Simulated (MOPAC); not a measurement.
Job for MOPAC: AM1 on BeBr, 2S+1 = 2, a spin state set in the input, which need not be the lowest, a point of a bond scan (R = 1.834 Å).

```
AM1 1SCF PRECISE CHARGE=0 UHF MS=0.5 THREADS=1
BeBr

Be     0.00000000 1     0.00000000 1     0.00000000 1
Br     0.00000000 1     0.00000000 1     1.83392700 1
```

Output:

```
*******************************************************************************
 **                                                                           **
 **                              MOPAC v23.2.5                                **
 **                                                                           **
 *******************************************************************************
 ** MOPAC's Digital Object Identifier: https://doi.org/10.5281/zenodo.6511958 **
 **                                                                           **
 ** Please cite the open-source release paper for use of this MOPAC version:  **
 ** J. E. Moussa and J. J. P. Stewart (2026)                                  **
 ** MOPAC: An open-source semiempirical molecular orbital program             **
 ** J. Open Source Softw., 11(119), 8025, https://doi.org/10.21105/joss.08025 **
 *******************************************************************************

                              AM1 CALCULATION RESULTS

 *******************************************************************************
 *  AM1        - The AM1 Hamiltonian to be used
 *  UHF        - UNRESTRICTED HARTREE-FOCK CALCULATION
 *
 *
 *
 *                 CHARGE ON SYSTEM = 0
 *
 *
 *
 *  MS=        - IN MECI, MAGNETIC COMPONENT OF SPIN =  0.5
 *  PRECISE    - TIGHTER CRITERIA TO BE USED
 *  1SCF       - DO 1 SCF AND THEN STOP
 *  THREADS=1  - MULTI-THREADING NOT USED
 *  T=         - A TIME OF 172800.0 SECONDS REQUESTED
 *  DUMP=N     - RESTART FILE WRITTEN EVERY 7200.0 SECONDS REQUESTED
 *******************************************************************************
AM1 1SCF PRECISE CHARGE=0 UHF MS=0.5 THREADS=1
 BeBr

   ATOM   CHEMICAL          X               Y               Z
  NUMBER   SYMBOL      (ANGSTROMS)     (ANGSTROMS)     (ANGSTROMS)

     1      Be          0.00000000  *   0.00000000  *   0.00000000  *
     2      Br          0.00000000  *   0.00000000  *   1.83392700  *



          CARTESIAN COORDINATES

    NO.       ATOM           X           Y           Z

     1        Be          0.0000      0.0000      0.0000
     2        Br          0.0000      0.0000      1.8339

 Be: (AM1): J. J. P. STEWART, J. MOL. MOD., 10, 155-164 (2004)
 Br: (AM1): M.J.S. DEWAR AND E. G. ZOEBISCH, THEOCHEM, 180, 1 (1988).

           Empirical Formula: Be Br  =     2 atoms



      MOLECULAR POINT GROUP   :   C*v


          UHF CALCULATION, NO. OF ALPHA ELECTRONS =    5
                           NO. OF BETA  ELECTRONS =    4

 -------------------------------------------------------------------------------
 AM1 1SCF PRECISE CHARGE=0 UHF MS=0.5 THREADS=1
 BeBr



     1SCF WAS SPECIFIED, SO BFGS WAS NOT USED
     SCF FIELD WAS ACHIEVED


                              AM1 CALCULATION
                                                       MOPAC v23.2.5 Linux




          FINAL HEAT OF FORMATION =         28.07909 KCAL/MOL =     117.48293 KJ/MOL


          COSMO AREA              =         84.23 SQUARE ANGSTROMS
          COSMO VOLUME            =         69.07 CUBIC ANGSTROMS

          IONIZATION POTENTIAL    =          9.094288 EV
          ALPHA SOMO LUMO (EV)    =         -9.094  1.757
          BETA  SOMO LUMO (EV)    =        -11.681 -1.457
          NO. OF ALPHA ELECTRONS  =          5
          NO. OF BETA  ELECTRONS  =          4
          MOLECULAR WEIGHT        =         88.9162         POINT GROUP:  C*v

          MOLECULAR DIMENSIONS (Angstroms)

            Atom       Atom       Distance
           Br     2   Be     1     1.83393
           Br     2   Be     1     0.00000
           Be     1   Br     2     0.00000


          SCF CALCULATIONS        =          1





   ATOM   CHEMICAL          X               Y               Z
  NUMBER   SYMBOL      (ANGSTROMS)     (ANGSTROMS)     (ANGSTROMS)

     1      Be          0.00000000  *   0.00000000  *   0.00000000  *
     2      Br          0.00000000  *   0.00000000  *   1.83392700  *

                             CARTESIAN COORDINATES

   1   Be        0.000000000     0.000000000     0.000000000
   2   Br        0.000000000     0.000000000     1.833927000


           Empirical Formula: Be Br  =     2 atoms



      MOLECULAR POINT GROUP   :   C*v


          ALPHA EIGENVALUES
 -32.02803 -13.07819 -11.83051 -11.83051  -9.09429   1.75679   2.14083   2.14083


           BETA EIGENVALUES
 -31.69807 -12.50262 -11.68095 -11.68095  -1.45676   1.33035   1.87682   1.87682


              NET ATOMIC CHARGES AND DIPOLE CONTRIBUTIONS

  ATOM NO.   TYPE          CHARGE      No. of ELECS.   s-Pop       p-Pop
    1         Be           0.239759        1.7602     1.13296     0.62728
    2         Br          -0.239759        7.2398     1.87920     5.36056
 DIPOLE           X         Y         Z       TOTAL
 POINT-CHG.     0.000     0.000    -2.112     2.112
 HYBRID        -0.000    -0.000     0.500     0.500
 SUM           -0.000    -0.000    -1.612     1.612


          ATOMIC ORBITAL ELECTRON POPULATIONS

     Atom    s        px        py        pz
    1 Be   1.13296   0.13773   0.13773   0.35183
    2 Br   1.87920   1.86227   1.86227   1.63601


                    (SZ)    =    0.500000
                    (S**2)  =    0.763516


          ATOMIC ORBITAL SPIN POPULATIONS

    Atom   Total    s     px     py     pz
         Atomic
    1 Be  0.7961  0.657 -0.010 -0.010  0.159
    2 Br  0.2039  0.004  0.010  0.010  0.180

 **********************
 *                    *
 * JOB ENDED NORMALLY *
 *                    *
 **********************




 == MOPAC DONE ==
```

The run finished.

Cost: around 0.020 core-seconds (rough).
